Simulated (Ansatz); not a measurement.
Species: ethoxy(trimethyl)silane, C5H14OSi (charge 0, singlet). 
Coordinates optimised at B3LYP-D3(BJ)/def2-TZVP (Ansatz, a quantum-chemistry and plane-wave program):
SMILES: CCO[Si](C)(C)C
```xyz
21

C      3.0657     0.6639     0.5496
C      1.5703     0.8848     0.6506
O      0.8944    -0.1374    -0.0641
Si    -0.7518    -0.2673    -0.2055
C     -1.0370    -1.7893    -1.2462
C     -1.5338    -0.4571     1.4883
C     -1.4515     1.2580    -1.0426
H      3.3359    -0.3060     0.9694
H      3.3835     0.6855    -0.4938
H      3.6053     1.4418     1.0942
H      1.2597     0.8765     1.7026
H      1.3072     1.8674     0.2402
H     -0.5679    -1.6843    -2.2265
H     -0.6154    -2.6743    -0.7655
H     -2.1044    -1.9647    -1.3998
H     -1.1265    -1.3232     2.0146
H     -2.6145    -0.5957     1.4027
H     -1.3664     0.4241     2.1121
H     -1.2832     2.1589    -0.4479
H     -2.5303     1.1597    -1.1877
H     -0.9952     1.4128    -2.0229
```

Total electronic energies in hartree. Correlated levels leave the core frozen unless marked. No spin-orbit coupling. No relativistic terms. Basis-set limits of correlation are two-point, X^-3; Hartree-Fock from the larger set. [CCSD(T)-MP2]/basis is that difference in the basis named.

| level | program | energy (Eh) |
|---|---|---|
| BLYP-D3(BJ)/def2-TZVPD | Ansatz + dftd3 | -563.76014 |
| revPBE-D4/def2-TZVPD | Ansatz + dftd4 | … |
| B97M-V/def2-TZVPD | Ansatz | -563.78264 |
| CAM-B3LYP-D4/def2-TZVPD | Ansatz + dftd4 | -563.75253 |
| MP2/cc-pwCVTZ | Ansatz | -562.75563 |
| SCS-MP2/cc-pwCVTZ | Ansatz | -562.76388 |
| CCSD/cc-pVTZ | Ansatz | -562.80517 |
| CCSD(T) with core electrons (1s frozen past Ne)/cc-pwCVTZ | Ansatz | -563.43397 |
| RI-MP2/CBS(aug-cc-pV(T+d)Z,aug-cc-pV(Q+d)Z)+[CCSD(T)-MP2]/aug-cc-pV(T+d)Z | Ansatz | -563.0290 |

### Question
Complete the blanks.

### Answer

- revPBE-D4/def2-TZVPD, energy (Eh): -563.76689
